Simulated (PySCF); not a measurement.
PySCF 2.14 output of an unrestricted PW91 calculation on a single atom or ion in x2c-QZVPPall with one added diffuse shell each of s, p, d, f type (12s8p5d4f, 89 functions), with the spin-free X2C one-electron Hamiltonian (Gaussian nucleus):

```
SCF conv_tol = 1e-09
number electrons alpha = 10  beta = 9
    J. P. Perdew. In P. Ziesche and H. Eschrig, editors, Proceedings of the 75. WE-Heraeus-Seminar and 21st Annual International Symposium on Electronic Structure of Solids, 11. Berlin, 1991. Akademie Verlag.
    J. P. Perdew, J. A. Chevary, S. H. Vosko, K. A. Jackson, M. R. Pederson, D. J. Singh, and C. Fiolhais.,  Phys. Rev. B 46, 6671 (1992)
    J. P. Perdew, J. A. Chevary, S. H. Vosko, K. A. Jackson, M. R. Pederson, D. J. Singh, and C. Fiolhais.,  Phys. Rev. B 48, 4978 (1993)
    J. P. Perdew. In P. Ziesche and H. Eschrig, editors, Proceedings of the 75. WE-Heraeus-Seminar and 21st Annual International Symposium on Electronic Structure of Solids, 11. Berlin, 1991. Akademie Verlag.
    J. P. Perdew, J. A. Chevary, S. H. Vosko, K. A. Jackson, M. R. Pederson, D. J. Singh, and C. Fiolhais.,  Phys. Rev. B 46, 6671 (1992)
    J. P. Perdew, J. A. Chevary, S. H. Vosko, K. A. Jackson, M. R. Pederson, D. J. Singh, and C. Fiolhais.,  Phys. Rev. B 48, 4978 (1993)
cycle= 1 E= -680.141009316264  delta_E= -0.0103  |g|= 0.0201  |ddm|= 0.261
cycle= 2 E= -680.14108424714  delta_E= -7.49e-05  |g|= 0.00989  |ddm|= 0.0596
cycle= 3 E= -680.141102029855  delta_E= -1.78e-05  |g|= 0.000352  |ddm|= 0.0142
cycle= 4 E= -680.141102154613  delta_E= -1.25e-07  |g|= 3.02e-05  |ddm|= 0.0021
cycle= 5 E= -680.141102155656  delta_E= -1.04e-09  |g|= 4.02e-06  |ddm|= 0.000135
cycle= 6 E= -680.141102155664  delta_E= -7.28e-12  |g|= 1.24e-07  |ddm|= 6.25e-06
converged SCF energy = -680.141102155664  <S^2> = 0.75001179  2S+1 = 2.0000118
```

The run itself started from symmetry-adapted Hartree-Fock orbitals and held the occupation by maximum overlap, on a logarithmic radial grid, so the iterations belong to that start.

Problem. Which element, charge and spin multiplicity is this?

Solution. Ca+ (calcium, charge +1), multiplicity 2; the state was [Ar] 4p1, 2P determinant (an excited configuration).
